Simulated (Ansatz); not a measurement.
Computed with Ansatz on PBE0-D4/def2-TZVP structures; ΔE is electronic, products minus reactants. CCSD(T)/CBS is the MP2 limit (def2-TZVPP, def2-QZVPP) plus CCSD(T) − MP2 in def2-TZVPP, frozen cores. DFT in def2-TZVPP. One conformer a species, not always the lowest.

Reaction (isomerisation): `B1CCCS1` → `SC1CBC1`

| level | ΔE (kcal/mol) |
| --- | --- |
| PBE0-D4 | 49.1 |
| ωB97X-V | 47.8 |
| PBE0 | 48.8 |
| SCS-MP2/def2-QZVPP | 48.8 |

(1) What does CCSD(T)/CBS give? (An estimate is asked.)

Largest T1 diagnostic among the species: 0.013.

Results:

(1) Computed: +49.0 kcal/mol. The listed levels differ from it by 0.1, -1.2, -0.2, -0.2 kcal/mol.

In def2-TZVPP, CCSD(T) changes the Hartree–Fock value by +2.0 kcal/mol (the triples alone add +0.7 kcal/mol) and MP2 by +2.7 kcal/mol.
